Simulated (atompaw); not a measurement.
**vanadium (V): one change to a PAW (atompaw) potential, before and after**

V, PAW, made with atompaw 4.2.0.5 (PBE, scalar-relativistic). Core [Ar], reference 3d3.5 4s1.5 4p0. Waves: 4s (bound): rc 2.85 bohr; 4s channel at 0.15 Ry: rc 2.85 bohr; 4p (bound, empty): rc 2.85 bohr; 4p channel at 0.5 Ry: rc 2.85 bohr; 3d (bound): rc 2.85 bohr; 3d channel at 2.95 Ry: rc 1.65 bohr; 4f channel at -0.15 Ry: rc 2.60 bohr; 4f channel at 1.65 Ry: rc 2.60 bohr. Local part: troulliermartins scheme with l = 4 at 0.5 Ry, radius 2.55 bohr. Core correction: smooth core density matched at 2.80 bohr. Augmentation charge: besselshape compensation charge, radius 2.25 bohr; PAW radius 2.85 bohr; waves and projectors: custom polynom vanderbiltortho.

Change: local potential troulliermartins scheme with l = 4 at 0.5 Ry, radius 2.22 bohr.

Cutoffs: the cutoffs (Ry, on a coarse ladder) from which the occupation-weighted sum of valence levels, in a spherical-Bessel basis at the reference potential, stays within 10 and 1 mRy of its value at 400 Ry; they do not see the model core or the augmentation charge, which bear on the density cutoff.

Problem. What does the change do?

Solution. The potential gets neither clearly harder nor softer (10 Ry and 18 Ry → 10 Ry and 18 Ry); both files keep a bound ghost (p, s); the range in which the s phases agree narrows (upper end at the end of the scan → 3.9).

| quantity | base | changed |
| --- | --- | --- |
| cutoff, loose | 10 Ry | 10 Ry |
| cutoff, tight | 18 Ry | 18 Ry |
| bound ghosts | s, p | s, p |
| s: phases at 2.87 bohr within 0.05 rad from the reference energy up to (Ry; the scan ends near 5) | to the end of the scan | 3.9 |
| p: phases at 2.87 bohr within 0.05 rad from the reference energy up to (Ry; the scan ends near 5) | 3.9 | 4.1 |
| d: phases at 2.87 bohr within 0.05 rad from the reference energy up to (Ry; the scan ends near 5) | 1.0 | 1.0 |
| f: phases at 2.87 bohr within 0.05 rad from the reference energy up to (Ry; the scan ends near 5) | to the end of the scan | to the end of the scan |
| lowest overlap eigenvalue by channel | s 0.10, p 0.56, d 1.00, f 0.98 | s 0.08, p 0.55, d 1.00, f 0.98 |

 A true bound ghost makes a file unfit for plane-wave use even where its test errors are small: the radial tests pick states by their node count and pass the ghost by. The cutoffs see the waves, projectors and local potential, not the compensation charge or the core.
